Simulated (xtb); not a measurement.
Input for xtb: GFN1-xTB on CH6InN (SMILES [CH3][InH][NH2]), a point of a torsion scan.

```
$ xtb mol.xyz --gfn 1 --sp --chrg 0 --uhf 0
9

C     -1.60205537     0.18183410    -0.25803132
In     0.29545211    -0.50314169     0.69204970
N      2.14336858    -0.02156246    -0.09943337
H     -2.11693635    -0.66778564    -0.70113347
H     -2.26062584     0.65846139     0.46406538
H     -1.33872784     0.89378799    -1.04016007
H      0.39903851    -1.45941572     2.12821341
H      2.47878067    -0.70865578    -0.76949495
H      2.08412106     0.84881759    -0.62560972
```

Task: Predict the final total energy.

Result: -10.0267 hartree.
